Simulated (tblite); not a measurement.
Run record: tight-binding relaxation, `B[C@@H]1C[C@@H]1[C@@H]1CC[Se]C1`.

Computed with GFN2-xTB geometry optimisation, gas phase (tblite 0.8.0). Start geometry: from a force field or distance geometry. The input is one job of a driver script: a line of settings, then coordinates in Å.

Command:
```bash
OMP_NUM_THREADS=1 python probes_run.py task.json out
```

Input:
```
{"job": {"kind": "relax", "xc": "GFN2-xTB", "basis": "xTB"}, "charge": 0, "multiplicity": 1}
B     -2.117300     1.008600     1.016700
C     -1.861000     0.471900    -0.429400
C     -1.833100    -1.028800    -0.664600
C     -0.588100    -0.184800    -0.841000
C      0.507300    -0.542800     0.133700
C      1.125500     0.545300     0.872800
C      2.285700     1.191900     0.162600
Se     3.144600    -0.383400    -0.587600
C      1.496700    -1.429800    -0.580800
H     -2.435000     0.219300     1.869000
H     -2.633900     2.077500     1.122100
H     -2.332300     1.062500    -1.228800
H     -2.290100    -1.384100    -1.608100
H     -1.900300    -1.627300     0.240900
H     -0.245700     0.015900    -1.886500
H      0.036700    -1.225300     0.908600
H      1.449800     0.262800     1.919000
H      0.392700     1.357100     1.032800
H      1.978000     1.901500    -0.616400
H      3.012200     1.612000     0.900200
H      1.632300    -2.405000    -0.093100
H      1.164900    -1.495400    -1.643000
```

Output:
```
step      E/eV     max force
  0    -706.46144    3.540
  1    -706.82088    1.383
  2    -706.96280    0.970
  3    -707.09756    0.694
  4    -707.14308    0.484
  5    -707.17267    0.341
  6    -707.19322    0.299
  7    -707.21410    0.368
  8    -707.22852    0.316
  9    -707.23967    0.288
... (72 lines left out)
 82    -707.48806    0.025
 83    -707.48820    0.026
 84    -707.48833    0.025
 85    -707.48843    0.025
 86    -707.48852    0.023
 87    -707.48859    0.019
 88    -707.48864    0.019
 89    -707.48868    0.012
 90    -707.48870    0.011
 91    -707.48871    0.010
```

«max force» is the largest atomic force in eV/Å.

Problem. From which step on does the largest force stay under 0.1 eV/Å, and how much energy is left to gain from there?

Solution. From step 57 (0.096 eV/Å), 19.2 meV above the end.

Main results: energy lowered by 23.7 kcal/mol over 91 steps; largest atomic force 0.010 eV/Å at the end.

Problem. Where do the atoms end?

Solution. 0.419 Å rms from the input after alignment:
```
atom  x, y, z in Å
B1    -2.2079    0.8644    1.0266
C2    -1.8171    0.5677   -0.4296
C3    -1.8378   -0.8549   -0.9787
C4    -0.5338   -0.1854   -0.7826
C5     0.4252   -0.6428    0.2933
C6     1.1307    0.5343    0.9732
C7     2.0615    1.1933   -0.0309
Se8    2.8399   -0.2740   -1.1081
C9     1.5189   -1.5132   -0.3149
H10   -2.0966    0.0489    1.8588
H11   -2.6307    1.9173    1.3132
H12   -2.0686    1.3198   -1.1716
H13   -2.2140   -0.9963   -1.9811
H14   -2.1149   -1.6422   -0.2937
H15   -0.0263    0.1685   -1.6743
H16   -0.1217   -1.2217    1.0428
H17    1.7100    0.1575    1.8192
H18    0.3981    1.2533    1.3470
H19    1.5262    1.8596   -0.7080
H20    2.8706    1.7455    0.4453
H21    2.0335   -2.1026    0.4461
H22    1.1442   -2.1775   -1.0930
```

Problem. How long does this job take on Arm Neoverse N1, one thread (shared host)?

Solution. About 1.4 s.
Labels such as C1 count atoms from 1, the log's own numbers from 0.
